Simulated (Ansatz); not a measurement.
Basis-set extrapolation for `C[SiH](F)N[SiH2]O` (PBE0-D4/def2-TZVP geometry, frozen core, Ansatz 0.2.0). Multiplicity 1, RHF reference.

```csv
,def2-TZVPP,def2-QZVPP
HF,-849.493543,-849.525872
MP2 correlation,-1.121137,-1.211049
CCSD(T) correlation,-1.207374,not run
```

Energies in hartree. Use E(X) = E(∞) + A·exp(−7.88·√X) for Hartree–Fock and E(X) = E(∞) + B·X^(−2.97) for correlation, with X = 3 and 4, and add CCSD(T) minus MP2 of the smaller set to the MP2 limit.

Question: What is the CCSD(T) energy at the basis-set limit?

Answer: HF limit: -849.525872 + (-0.032329) × 0.13774 = -849.53032. MP2 limit: -1.211049 + (-0.089912) × 0.74074 = -1.27765. Higher-order term: -1.207374 − (-1.121137) = -0.08624. Total: -850.89421 hartree, 507.5 kJ/mol below CCSD(T)/def2-TZVPP.
